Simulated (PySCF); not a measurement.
Compound: C₂H₅ClGe.
SMILES with atom numbers: `[CH2:1]=[CH:2][GeH2:3][Cl:4]` (hydrogens: H5, H6 on C1; H7 on C2; H8, H9 on Ge3)

Geometry (PBE0-D3(BJ)/def2-SVP, Å), atoms numbered from 1 in this order:
```
atom  x, y, z in Å
C1    -1.1799    1.2483    0.2972
C2    -0.1075    0.9278   -0.4321
Ge3    1.6741    1.4610    0.0764
Cl4    2.3938    2.8914   -1.3878
H5    -2.1920    0.9486    0.0032
H6    -1.0991    1.8305    1.2223
H7    -0.2354    0.3542   -1.3576
H8     2.6760    0.2962    0.0568
H9     1.6406    2.1763    1.4358
```

All values: PBE0/def2-SVPD (PySCF, non-relativistic), on one gas-phase PBE0-D3(BJ)/def2-SVP geometry that isn't relaxed in the solvent. The solvent is an IEF-PCM continuum (cavity from Bondi-type radii × 1.2), and excitations are vertical TDDFT with non-equilibrium linear response and a frozen core. Specific hydrogen bonds and non-electrostatic terms are outside this model. Spin–orbit coupling is left out although an atom past zinc is present.

Gas-phase singlets (H = HOMO, L = LUMO):

```tsv
state	E (eV)	λ (nm)	f	leading configurations
S1	6.107	203	0.010	H-1→L 64%, H→L 21%
S2	6.369	195	0.010	H-2→L 61%, H-1→L 25%
S3	6.837	181	0.237	H→L 55%, H-2→L 21%
S4	7.153	173	0.019	H-3→L 63%, H-1→L+1 18%
S5	7.485	166	0.049	H→L+1 62%, H-3→L 16%
```

Question: Give the list for acetone (ε = 20.49), n² = 1.85.

Answer: 
```
state  E (eV)  λ (nm)      f  leading configurations  change by rank (eV)
   S1   6.202     200  0.010               H-1→L 92%               +0.095
   S2   6.548     189  0.124      H→L 48%, H-2→L 43%               +0.179
   S3   6.736     184  0.208      H-2→L 52%, H→L 39%               -0.101
   S4   7.287     170  0.026  H-3→L 58%, H-1→L+1 33%               +0.134
   S5   7.545     164  0.171               H→L+1 81%               +0.060
```

Question: How do the frontier levels move from gas to acetone?

Answer: 
```json
{"orbital": "LUMO+2", "gas (eV)": "0.60", "solvent (eV)": "0.68", "change (eV)": "+0.08", "Löwdin shares, gas": "Ge3 42 %, Cl4 16 %, H9 10 %, C2 10 %", "Löwdin shares, solvent": "Ge3 41 %, Cl4 22 %, C2 9 %, H9 8 %"}
{"orbital": "LUMO+1", "gas (eV)": "0.11", "solvent (eV)": "0.28", "change (eV)": "+0.17", "Löwdin shares, gas": "Ge3 30 %, Cl4 16 %, H8 15 %, C2 12 %", "Löwdin shares, solvent": "Ge3 28 %, Cl4 18 %, H8 14 %, C2 14 %"}
{"orbital": "LUMO", "gas (eV)": "-1.06", "solvent (eV)": "-0.90", "change (eV)": "+0.16", "Löwdin shares, gas": "C1 32 %, C2 25 %, Ge3 16 %, Cl4 12 %", "Löwdin shares, solvent": "C1 30 %, C2 23 %, Ge3 18 %, Cl4 15 %"}
{"orbital": "HOMO", "gas (eV)": "-8.39", "solvent (eV)": "-8.23", "change (eV)": "+0.16", "Löwdin shares, gas": "C2 33 %, C1 31 %, Cl4 21 %", "Löwdin shares, solvent": "C2 39 %, C1 37 %, Cl4 7 %, Ge3 4 %"}
{"orbital": "HOMO-1", "gas (eV)": "-8.60", "solvent (eV)": "-8.60", "change (eV)": "0.00", "Löwdin shares, gas": "Cl4 53 %, Ge3 14 %, C2 11 %, H8 10 %", "Löwdin shares, solvent": "Cl4 38 %, C2 19 %, Ge3 16 %, C1 9 %"}
{"orbital": "HOMO-2", "gas (eV)": "-8.71", "solvent (eV)": "-8.82", "change (eV)": "-0.11", "Löwdin shares, gas": "Cl4 61 %, Ge3 13 %, C2 9 %, H9 8 %", "Löwdin shares, solvent": "Cl4 62 %, Ge3 16 %, H9 11 %, H8 6 %"}
{"orbital": "HOMO-3", "gas (eV)": "-9.77", "solvent (eV)": "-9.74", "change (eV)": "+0.03", "Löwdin shares, gas": "Cl4 35 %, C2 20 %, Ge3 15 %, C1 12 %", "Löwdin shares, solvent": "Cl4 51 %, C2 13 %, Ge3 12 %, C1 10 %"}
```

The HOMO–LUMO gap goes from 7.33 to 7.33 eV. Rows go by rank; for HOMO-2, HOMO-1 and HOMO the atom shares or the degeneracy differ between the runs, so the row needn't follow one orbital.
